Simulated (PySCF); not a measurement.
PySCF input (M06-L/def2-TZVPD):

```python
from pyscf import gto, scf, dft

mol = gto.M(
    atom='''
    Ge    0.00559129   -0.00748986    0.80649984
    Br    1.12296213   -1.68990118   -0.39221431
    Br   -1.12807417    1.69674905   -0.34515697
    ''',
    basis='def2-tzvpd',
    charge=0,
    spin=2,
    verbose=4,
)

mf = dft.UKS(mol, xc='m06l').density_fit(auxbasis='def2-universal-jkfit')
mf.grids.level = 4
mf.conv_tol = 1e-9
mf.max_cycle = 100
mf.max_memory = 1500
mf.kernel()
if not mf.converged:
    mf = mf.newton()
    mf.kernel(mf.make_rdm1())
for _ in range(2):
    mo, _, stable, _ = mf.stability(return_status=True)
    if stable:
        break
    mf.kernel(mf.make_rdm1(mo, mf.mo_occ))
mf.analyze()
```

Output:

```
PySCF version 2.14.0

[INPUT] verbose = 4
[INPUT] num. atoms = 3
[INPUT] num. electrons = 102
[INPUT] charge = 0
[INPUT] spin (= nelec alpha-beta = 2S) = 2
[INPUT] symmetry False subgroup None
[INPUT] Mole.unit = angstrom
[INPUT] Symbol           X                Y                Z      unit          X                Y                Z       unit  Magmom
[INPUT]  1 Ge     0.005591290000  -0.007489860000   0.806499840000 AA    0.010566006783  -0.014153784111   1.524063817106 Bohr   0.0
[INPUT]  2 Br     1.122962130000  -1.689901180000  -0.392214310000 AA    2.122090873958  -3.193450407779  -0.741177628035 Bohr   0.0
[INPUT]  3 Br    -1.128074170000   1.696749050000  -0.345156970000 AA   -2.131751229496   3.206391006616  -0.652252143285 Bohr   0.0

nuclear repulsion = 664.105985303926
number of shells = 56
number of NR pGTOs = 330
number of NR cGTOs = 168
basis = def2-tzvpd
ecp = {}

******** <class 'pyscf.df.df_jk.DFUKS'> ********
method = DFUKS
initial guess = minao
damping factor = 0
level_shift factor = 0
DIIS = <class 'pyscf.scf.diis.CDIIS'>
diis_start_cycle = 1
diis_space = 8
diis_damp = 0
SCF conv_tol = 1e-09
SCF conv_tol_grad = None
SCF max_cycles = 100
direct_scf = False
number electrons alpha = 52  beta = 50
XC library pyscf.dft.libxc version 7.1.2
    S. Lehtola, C. Steigemann, M. J. T. Oliveira, and M. A. L. Marques,  SoftwareX 7, 1–5 (2018)
XC functionals = m06l
    Y. Zhao and D. G. Truhlar,  J. Chem. Phys. 125, 194101 (2006)
    Y. Zhao and D. G. Truhlar,  J. Chem. Phys. 125, 194101 (2006)
    Y. Zhao and D. G. Truhlar,  Theor. Chem. Acc. 120, 215 (2008)
radial grids:
    Treutler-Ahlrichs [JCP 102, 346 (1995); DOI:10.1063/1.469408] (M4) radial grids

becke partition: Becke, JCP 88, 2547 (1988); DOI:10.1063/1.454033
pruning grids: <function nwchem_prune>
grids dens level: 4
symmetrized grids: False
atomic radii adjust function: <function treutler_atomic_radii_adjust>
small_rho_cutoff = 0
Set gradient conv threshold to 3.16228e-05
tot grids = 90560
init E= -7222.56721361709
  alpha nocc = 52  HOMO = -0.110586577100849  LUMO = -0.0567078727601018
  beta  nocc = 50  HOMO = -0.301772286004044  LUMO = -0.233610985744447

WARN: HOMO -0.110586577100849 >= LUMO -0.233610985744447

cycle= 1 E= -7225.01692832818  delta_E= -2.45  |g|=  0.5  |ddm|= 1.56
  alpha nocc = 52  HOMO = -0.200725687070467  LUMO = -0.0938311454640699
[...]
WARN: HOMO -0.156276833097937 >= LUMO -0.221457631833164

Extra cycle  E= -7225.07254809121  delta_E= 8.64e-10  |g|= 4.38e-05  |ddm|= 8.12e-05
converged SCF energy = -7225.07254809121  <S^2> = 2.0065116  2S+1 = 3.0043379
uhf_internal: lowest eigs of H = [0.53436475 0.56180263 0.5809771 ]
<class 'pyscf.df.df_jk.DFUKS'> wavefunction is stable in the internal stability analysis
**** SCF Summaries ****
Total Energy =                       -7225.072548091209683
Nuclear Repulsion Energy =             664.105985303925877
One-electron Energy =               -11385.823351202414415
Two-electron Energy =                 3496.644817807279196
Two-electron Coulomb Energy =         3758.238192635329597
DFT Exchange-Correlation Energy =     -261.593374828050287
HOMO-LUMO gap [eV] =                    -1.773659875476168
**** MO energy ****
                             alpha | beta                alpha | beta
MO #1   energy= -482.137188333013  | -482.13622310518   occ= 1 | 1
MO #2   energy= -482.137156530289  | -482.136191337579  occ= 1 | 1
MO #3   energy= -398.107197725932  | -398.105026005812  occ= 1 | 1
MO #4   energy= -62.3939379626883  | -62.393377627294   occ= 1 | 1
MO #5   energy= -62.3939082124172  | -62.3933479144135  occ= 1 | 1
MO #6   energy= -56.1008369029108  | -56.0990607433161  occ= 1 | 1
MO #7   energy= -56.1008067128905  | -56.0990305005661  occ= 1 | 1
MO #8   energy= -56.0973631775308  | -56.0966166827555  occ= 1 | 1
MO #9   energy= -56.0973332250367  | -56.0965866886205  occ= 1 | 1
MO #10  energy= -56.0969953502405  | -56.0960313384091  occ= 1 | 1
MO #11  energy= -56.0969651336419  | -56.0960011699909  occ= 1 | 1
MO #12  energy= -49.7042765677183  | -49.7036472048674  occ= 1 | 1
MO #13  energy= -44.1260017781909  | -44.1245222352196  occ= 1 | 1
MO #14  energy= -44.1249358995146  | -44.1235953569881  occ= 1 | 1
MO #15  energy= -44.1243723936961  | -44.1215179554244  occ= 1 | 1
MO #16  energy= -8.7171911162209   | -8.71629256487039  occ= 1 | 1
MO #17  energy= -8.71716551081052  | -8.71626698596721  occ= 1 | 1
MO #18  energy= -6.49005250932794  | -6.48836890099252  occ= 1 | 1
MO #19  energy= -6.49002667775287  | -6.48834314570445  occ= 1 | 1
MO #20  energy= -6.47972384028839  | -6.47902592259081  occ= 1 | 1
MO #21  energy= -6.47969846274315  | -6.47900047763757  occ= 1 | 1
MO #22  energy= -6.47820142774648  | -6.47733951947472  occ= 1 | 1
MO #23  energy= -6.478176044118    | -6.47731413938093  occ= 1 | 1
MO #24  energy= -6.2562554622044   | -6.25384040920399  occ= 1 | 1
MO #25  energy= -4.38152671849372  | -4.37868476670426  occ= 1 | 1
MO #26  energy= -4.37866756392106  | -4.37708412218584  occ= 1 | 1
MO #27  energy= -4.37409047617366  | -4.36945306971766  occ= 1 | 1
MO #28  energy= -2.56106097224437  | -2.55901754824272  occ= 1 | 1
MO #29  energy= -2.56102905179797  | -2.55898703274415  occ= 1 | 1
MO #30  energy= -2.5588019777829   | -2.55731014475759  occ= 1 | 1
MO #31  energy= -2.55878318502942  | -2.55728979553075  occ= 1 | 1
MO #32  energy= -2.55772384536355  | -2.5560611251024   occ= 1 | 1
MO #33  energy= -2.55769951264718  | -2.55603661957625  occ= 1 | 1
MO #34  energy= -2.55005258889614  | -2.54931391170985  occ= 1 | 1
MO #35  energy= -2.55002746485058  | -2.54928889507418  occ= 1 | 1
MO #36  energy= -2.55001334580387  | -2.54925800017029  occ= 1 | 1
MO #37  energy= -2.54998685471574  | -2.54923151114074  occ= 1 | 1
MO #38  energy= -1.16989048518605  | -1.16685679326115  occ= 1 | 1
MO #39  energy= -1.16956136207333  | -1.16629405949941  occ= 1 | 1
MO #40  energy= -1.16579090591136  | -1.15892793604413  occ= 1 | 1
MO #41  energy= -1.16361582669595  | -1.15836251067059  occ= 1 | 1
MO #42  energy= -1.16336854149971  | -1.15647973420115  occ= 1 | 1
MO #43  energy= -0.761506259764855 | -0.742413615464831 occ= 1 | 1
MO #44  energy= -0.749883858326908 | -0.730820900868413 occ= 1 | 1
MO #45  energy= -0.489662268100042 | -0.458322730072692 occ= 1 | 1
MO #46  energy= -0.371408455734104 | -0.347008822968602 occ= 1 | 1
MO #47  energy= -0.316250815848931 | -0.304924660331725 occ= 1 | 1
MO #48  energy= -0.313262726225278 | -0.297341608534966 occ= 1 | 1
MO #49  energy= -0.295956459434038 | -0.285005455626476 occ= 1 | 1
MO #50  energy= -0.292706210210601 | -0.283880499118347 occ= 1 | 1
MO #51  energy= -0.268175628262128 | -0.221457631833164 occ= 1 | 0
MO #52  energy= -0.156276833097937 | -0.104177189707779 occ= 1 | 0
MO #53  energy= -0.0744738505515032 | -0.0564412337145939 occ= 0 | 0
MO #54  energy= -0.0229369387452989 | -0.00754751305930501 occ= 0 | 0
MO #55  energy= 0.0165100278542063 | 0.023969938105787  occ= 0 | 0
MO #56  energy= 0.0261416173664971 | 0.0382482878652276 occ= 0 | 0
MO #57  energy= 0.0299883076652265 | 0.0403881200348626 occ= 0 | 0
MO #58  energy= 0.0343262312097448 | 0.0460551752824949 occ= 0 | 0
MO #59  energy= 0.0445144768578163 | 0.049278136141642  occ= 0 | 0
MO #60  energy= 0.0470817755964227 | 0.0563346213667303 occ= 0 | 0
MO #61  energy= 0.051414716334668  | 0.057838021901234  occ= 0 | 0
MO #62  energy= 0.080833274901952  | 0.0830800581611423 occ= 0 | 0
MO #63  energy= 0.0856076209354769 | 0.0873381610401091 occ= 0 | 0
MO #64  energy= 0.106739885637733  | 0.107321579972713  occ= 0 | 0
MO #65  energy= 0.110810009300181  | 0.112916591721895  occ= 0 | 0
MO #66  energy= 0.118006899076347  | 0.127045245642813  occ= 0 | 0
MO #67  energy= 0.145932797947333  | 0.144945727983123  occ= 0 | 0
MO #68  energy= 0.154908723145222  | 0.160970559224765  occ= 0 | 0
MO #69  energy= 0.159606133664883  | 0.169568127467173  occ= 0 | 0
MO #70  energy= 0.177403185022016  | 0.17876371342963   occ= 0 | 0
MO #71  energy= 0.178187705057264  | 0.180101135898643  occ= 0 | 0
MO #72  energy= 0.179254034499801  | 0.188891932567791  occ= 0 | 0
MO #73  energy= 0.188239239085255  | 0.1889526563853    occ= 0 | 0
MO #74  energy= 0.197977274473742  | 0.203454368022867  occ= 0 | 0
MO #75  energy= 0.198960241125424  | 0.209221116135338  occ= 0 | 0
MO #76  energy= 0.222292257424819  | 0.223962766854398  occ= 0 | 0
MO #77  energy= 0.2257996282653    | 0.228654474784293  occ= 0 | 0
MO #78  energy= 0.235009691242777  | 0.239578641766209  occ= 0 | 0
MO #79  energy= 0.287067165130755  | 0.309918914851519  occ= 0 | 0
MO #80  energy= 0.287713551350464  | 0.313163050433433  occ= 0 | 0
MO #81  energy= 0.315651487497927  | 0.327197802178551  occ= 0 | 0
MO #82  energy= 0.318569687475847  | 0.330857800812484  occ= 0 | 0
MO #83  energy= 0.327313068885585  | 0.334250209509141  occ= 0 | 0
MO #84  energy= 0.338881077383473  | 0.349311888918094  occ= 0 | 0
MO #85  energy= 0.368317706621615  | 0.372934045901107  occ= 0 | 0
MO #86  energy= 0.405617572137636  | 0.407086005559478  occ= 0 | 0
MO #87  energy= 0.416747918662868  | 0.414006671732058  occ= 0 | 0
MO #88  energy= 0.417102673854776  | 0.425486934420035  occ= 0 | 0
MO #89  energy= 0.42618881941572   | 0.433017865627788  occ= 0 | 0
MO #90  energy= 0.427922750500348  | 0.438691956537054  occ= 0 | 0
MO #91  energy= 0.438992550952832  | 0.450000352934471  occ= 0 | 0
MO #92  energy= 0.446385447316028  | 0.457721657786223  occ= 0 | 0
MO #93  energy= 0.452321443185117  | 0.465721965501847  occ= 0 | 0
MO #94  energy= 0.46010596823233   | 0.469564552850918  occ= 0 | 0
MO #95  energy= 0.470964212994439  | 0.495723374170282  occ= 0 | 0
MO #96  energy= 0.483383039954419  | 0.49877638153121   occ= 0 | 0
MO #97  energy= 0.49673105183015   | 0.515737786578311  occ= 0 | 0
MO #98  energy= 0.527186433655739  | 0.540381501359528  occ= 0 | 0
MO #99  energy= 0.528341328989197  | 0.550182729897997  occ= 0 | 0
MO #100 energy= 0.551826829203676  | 0.563524161963804  occ= 0 | 0
MO #101 energy= 0.57053629740955   | 0.580764759450117  occ= 0 | 0
MO #102 energy= 0.604885841313963  | 0.618447727787295  occ= 0 | 0
MO #103 energy= 0.618419393922869  | 0.631135221295352  occ= 0 | 0
MO #104 energy= 0.945115620158183  | 0.963197444771869  occ= 0 | 0
[...]
```

This is an excited triplet: at this geometry the singlet lies 2.15 eV lower at RI-MP2/CBS(aug-cc-pVTZ,aug-cc-pVQZ)+[CCSD(T)-MP2]/aug-cc-pVTZ.
